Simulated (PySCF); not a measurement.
## Structure from NMR data

The spectra below were simulated for a compound C5H8F2Si.

¹H NMR (600 MHz, computed): δ 7.46 (m, 1H), 6.42 (m, 1H), 5.47 (m, 1H), 5.41 (m, 1H), 4.02 (d, 3H), 3.62 (m, 1H).

¹³C{¹H} NMR (computed): δ 165.7 (C), 147.1 (CH), 141.3 (CH), 121.3 (CH2), 34.6 (CH).

PySCF 2.14 calculation with σ from GIAO-PBE0/pcSseg-1 and geometry: GFN2-xTB; non-relativistic Hamiltonian, fast rotation and ring inversion assumed for equivalent nuclei, isolated molecule, one computed conformer.

Shifts are taken against calculated references (same method and geometry level): ¹H (31.72 ppm) and ¹³C (186.93 ppm) against TMS.

Task: What is the structure?

Result: 
- Rings plus π bonds: 2 (no ring in the answer).
- 5 carbon signals for 5 carbons: no two carbons are equivalent.
- Carbon types of the structure: 1 × C, 3 × CH, 1 × CH2, leaving 3 H on heteroatoms.
- δC 165.7: fully substituted alkene carbon.
- δC 147.1, 141.3: alkene CH; as expected for a trigonal carbon in a double bond.
- δC 121.3: terminal =CH2 carbon; the olefinic region.
- δH 7.46, 6.42: hydrogen on an alkene CH; attached to an sp2 carbon and in the plane of the double bond.
- δH 5.47, 5.41: hydrogen on a terminal =CH2 carbon; attached to an sp2 carbon and in the plane of the double bond.
- δH 4.02: hydrogen on a silicon bonded to C.
- δH 3.62: hydrogen on an allylic sp3 CH bonded to Si.

These data were computed for SMILES C=C[C@@H]([SiH3])/C(F)=C\F.

This is the structure that produced the data.

Splittings by ¹⁹F in the carbon and heteronuclear signals aren't shown, as no couplings were computed. Shifts are as computed. Against solution values, carbons near 30 ppm lie about +3 ppm off and those near 130 ppm about +5 ppm. Of 1211 compounds with measured shifts, 218 miss one by over three times the rms of a fit or turn the order of signals round; such compounds aren't used in these exercises. No couplings were computed; multiplicities are counted from neighbouring protons, with m where these are inequivalent, close in shift, in a saturated or five-membered ring or joined by F or P, and br s for small geminal =CH2 splittings.
